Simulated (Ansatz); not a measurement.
```yaml
atoms:
  - { symbol: H, position_ang: [-0.0077, -0.0098, -1.5236] }
  - { symbol: C, position_ang: [-0.0020, -0.0888, -0.4879] }
  - { symbol: C, position_ang: [0.0160, 0.0380, 0.8306] }
```

Basis set: aug-cc-pVDZ (spherical functions). Frozen core: 2 orbitals. Charge 0, multiplicity 2.

Computed with Ansatz (development build ahead of 0.2.0); each method stands on the lowest determinant of its kind that the runs found.

(1) Give the atomization energy at this shape (free ground-state atoms in the same class of orbitals less the molecule, no zero-point energy) of doublet C2H by UHF-MP2, UHF.

## Answers

(1)

```
 method  atomization energy
UHF-MP2     217.26 kcal/mol
    UHF     170.35 kcal/mol
```

Caution: the shape is not the minimum; the unrestricted determinant is a mixture of spin states.
